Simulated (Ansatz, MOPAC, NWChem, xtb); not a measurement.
# SnSe (SMILES [Se][Sn]): methods side by side

SnSe, singlet, SMILES `[Se][Sn]`. Each level relaxes the structure for itself.

Quantity: the equilibrium bond length, in Å. The values are calculated.

```json
{"level": "PM6-D3", "kind": "semi-empirical", "program": "MOPAC", "value (Å)": "2.333"}
{"level": "PM6-DH2X", "kind": "semi-empirical", "program": "MOPAC", "value (Å)": "2.333"}
{"level": "PM7-", "kind": "semi-empirical", "program": "MOPAC", "value (Å)": "2.044"}
{"level": "GFN2-xTB", "kind": "semi-empirical", "program": "xtb", "value (Å)": "2.338"}
{"level": "SVWN5/def2-TZVP (core potential)", "kind": "LDA", "program": "Ansatz", "value (Å)": "2.323"}
{"level": "PBE-D3(BJ)/def2-TZVP (core potential)", "kind": "GGA", "program": "Ansatz", "value (Å)": "2.356"}
{"level": "r2SCAN/def2-TZVP (core potential)", "kind": "meta-GGA", "program": "Ansatz", "value (Å)": "2.332"}
{"level": "B3LYP-D4/def2-TZVP (core potential)", "kind": "global hybrid", "program": "Ansatz", "value (Å)": "2.346"}
{"level": "PBE0-D4/def2-TZVP (core potential)", "kind": "global hybrid", "program": "Ansatz", "value (Å)": "2.325"}
{"level": "PBE0/def2-TZVP (core potential)", "kind": "global hybrid", "program": "NWChem", "value (Å)": "2.325"}
```

The values span 2.044 to 2.356 Å.
